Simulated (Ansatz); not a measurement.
This geometry of C$_{4}$H$_{12}$SSi (18 atoms, charge 0, multiplicity 1) is a first-order saddle point.

These are results of RKS PBE0-D4/STO-3G in Ansatz, not measurements.

```xyz
18
Properties=species:S:1:pos:R:3
C 0.440 -2.338 -0.829
Si 0.702 -1.070 0.525
C -0.351 0.478 0.229
C 0.071 1.157 -1.104
C -0.128 1.486 1.392
S -2.107 -0.039 0.155
H -0.224 -1.953 -1.608
H 1.385 -2.612 -1.305
H -0.011 -3.253 -0.436
H 2.086 -0.658 0.565
H 0.359 -1.630 1.812
H 1.130 1.450 -1.074
H -0.523 2.065 -1.284
H -0.073 0.485 -1.960
H -0.719 2.399 1.233
H -0.427 1.052 2.356
H 0.929 1.778 1.458
H -2.576 1.214 -0.072
```

**Question.** Which two structures does it join? (They come from a converged band through this point; their orientation in space is the band's.)

**Answer.** No bond is made or broken. The dihedral H7–C1–Si2–C3 goes from 64 to -56°. The two ends are copies of one structure, up to a mirror image or an exchange of like atoms.

First end point:

```xyz
18
Properties=species:S:1:pos:R:3
C 0.480 -2.317 -0.843
Si 0.755 -1.048 0.498
C -0.355 0.467 0.240
C -0.015 1.153 -1.113
C -0.112 1.486 1.390
S -2.096 -0.103 0.249
H 0.764 -1.926 -1.825
H 1.075 -3.217 -0.660
H -0.571 -2.615 -0.894
H 2.131 -0.608 0.487
H 0.466 -1.626 1.790
H 1.036 1.472 -1.137
H -0.639 2.046 -1.264
H -0.188 0.474 -1.958
H -0.740 2.378 1.259
H -0.348 1.045 2.368
H 0.937 1.814 1.405
H -2.617 1.135 0.061
```

Last end point:

```xyz
18
Properties=species:S:1:pos:R:3
C 0.441 -2.329 -0.827
Si 0.691 -1.076 0.533
C -0.350 0.479 0.226
C 0.076 1.152 -1.109
C -0.124 1.489 1.387
S -2.108 -0.029 0.153
H -0.618 -2.581 -0.940
H 0.797 -1.949 -1.789
H 0.984 -3.255 -0.614
H 2.080 -0.685 0.596
H 0.316 -1.647 1.806
H 1.138 1.432 -1.083
H -0.507 2.066 -1.287
H -0.081 0.479 -1.962
H -0.712 2.404 1.227
H -0.422 1.058 2.352
H 0.935 1.778 1.452
H -2.575 1.225 -0.070
```

**Question.** How far does it lie above each of them?

**Answer.** 0.046 eV above the first and 0.046 eV above the second. This is the barrier of this one path; another mechanism may lie lower. Limits of this set-up: minimal basis.

Time of the run: 2.5 min on 1 thread of Arm Neoverse V1, with other jobs on the host, peak memory 0.14 GiB.
